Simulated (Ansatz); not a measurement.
A run for Ansatz (a quantum-chemistry and plane-wave program): R-CCSD(T)/aug-cc-pV(D+d)Z on C2H6ClF (a complex), monomers drawn apart or pushed together. Files ending in .json are basis or fitting sets from the Basis Set Exchange.

Ansatz 0.2 input:
```yaml
crystal:
  periodic: [false, false, false]
  atoms:
    - {symbol: C, position_ang: [-0.57559827, -0.12754551, -0.26769567]}
    - {symbol: F, position_ang: [0.33471154, -1.13373242, 0.06467299]}
    - {symbol: H, position_ang: [-1.44611109, -0.59052219, -0.73301743]}
    - {symbol: H, position_ang: [-0.86134994, 0.39414884, 0.64465849]}
    - {symbol: H, position_ang: [-0.09280936, 0.55699677, -0.96554066]}
    - {symbol: C, position_ang: [0.70321079, -0.73916456, 4.32719716]}
    - {symbol: Cl, position_ang: [-0.45099918, 0.63798056, 4.43974288]}
    - {symbol: H, position_ang: [0.77800996, -1.03063118, 3.28499086]}
    - {symbol: H, position_ang: [1.66274363, -0.40336055, 4.70815233]}
    - {symbol: H, position_ang: [0.31414124, -1.55197489, 4.93263297]}
basis:
  gaussian:
    orbitals: aug-cc-pV_D+d_Z.json
magnetization: {spin_polarized: false}
correlation: {method: ccsd_t, electrons: outside_noble_gas}
scf: {lower_state_search: off}
```

The head of its log:

```
WARN ansatz: RAYON_NUM_THREADS=1 ignored (pool sized by the plan → 1); use --threads N
Functional definition: HF
these checks for a lower state are left out or cut short: stability, starts, cluster_reference, orbital_swaps, neighbouring_geometries, increment
integrals: 0.45 GiB planned
1487 factors; integrals over basis functions are off by at most 9.5e-4 eV
mean field: 0.49 GiB planned
mean field evaluation 1: about -17364.1973 eV, gradient 2.5e1 eV
mean field evaluation 2: about -17364.2321 eV, gradient 2.5e1 eV
mean field evaluation 4: about -17365.8181 eV, gradient 3.4e0 eV
mean field evaluation 8: about -17365.8471 eV, gradient 1.4e-1 eV
mean field -17365.84723993 eV, -638.1831150735 hartree, gradient 1.5e-6 eV, S^2 0.000000; 0 other end points of the search recorded, 0 dependent functions left out
8 core orbitals not correlated
reference -17365.84723993 eV, -638.1831150735 hartree; 14, 14 occupied and 133, 133 virtual orbitals, 1487 factors
```

Question: Give the final energy of this run.

Answer: -638.9210 hartree (reference determinant -638.1831, T1 diagnostic 0.010).
